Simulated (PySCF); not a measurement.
Nb(NH)(Cl)2(OMe) (CH₄Cl₂NNbO), SMILES C[O][Nb](=[NH])([Cl])[Cl], multiplicity 1. Atoms are numbered in the order given.

```xyz
10

Nb    -0.0513    -0.1522     0.0000
N      0.2290    -1.8738     0.0000
H      0.3772    -2.8803     0.0000
Cl    -1.2096     0.3936     1.9456
Cl    -1.2096     0.3936    -1.9456
O      1.6282     0.6648     0.0000
C      3.0122     0.4126     0.0000
H      3.2137    -0.6722     0.0000
H      3.4675     0.8654    -0.8958
H      3.4675     0.8654     0.8958
```

Geometry optimised at B3LYP-D3(BJ)/def2-SVP. The multiplicity is an assumed one; other spin states were not compared. The def2 effective core potentials stand for the cores of Nb; spin–orbit coupling is left out. Other conformers were not sampled.

Computed with PySCF with PBE/def2-TZVP.

Atomic charges (e):

| atom | Mulliken | Löwdin |
|---|---|---|
| Nb1 | 1.40 | 0.09 |
| N2 | -0.64 | -0.31 |
| H3 | 0.23 | 0.15 |
| Cl4 | -0.38 | 0.05 |
| Cl5 | -0.38 | 0.05 |
| O6 | -0.47 | -0.03 |
| C7 | -0.18 | -0.36 |
| H8 | 0.13 | 0.12 |
| H9 | 0.14 | 0.12 |
| H10 | 0.14 | 0.12 |
